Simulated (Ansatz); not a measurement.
System: CBr$_{4}$, charge 0, singlet. CBr4 (SMILES BrC(Br)(Br)Br).
B3LYP-D3(BJ)/def2-TZVP minimum from Ansatz (a first-principles code):
```
C
Br 1 1.9535
Br 1 1.9535 2 109.47
Br 1 1.9535 2 109.47 3 120.00
Br 1 1.9535 2 109.47 4 120.00
```

Atomisation energy term by term, kcal/mol (programs: Ansatz). Open shells are spin-unrestricted; no spin-orbit coupling. Correlated methods leave the cores frozen (noble-gas shells, and filled d and f shells in the p block). No relativity. CBS(X,Y): correlation extrapolated as X^-3, Hartree-Fock from the larger set. A bracket is a step between two methods taken in the basis named. Spin-orbit terms, left out, reach several kcal/mol for Br and I, and more for heavier atoms.

```json
[
 {"term": "Hartree-Fock", "basis": "cc-pVQZ", "kcal/mol": "129.84"},
 {"term": "CCSD correlation", "basis": "CBS(cc-pVTZ,cc-pVQZ)", "kcal/mol": "116.82"},
 {"term": "(T)", "basis": "CBS(cc-pVTZ,cc-pVQZ)", "kcal/mol": "16.54"},
 {"term": "CCSDT(Q) - CCSD(T)", "basis": "cc-pVDZ", "kcal/mol": "0.50"},
 {"term": "sum: De", "basis": "", "kcal/mol": "263.7"}
]
```
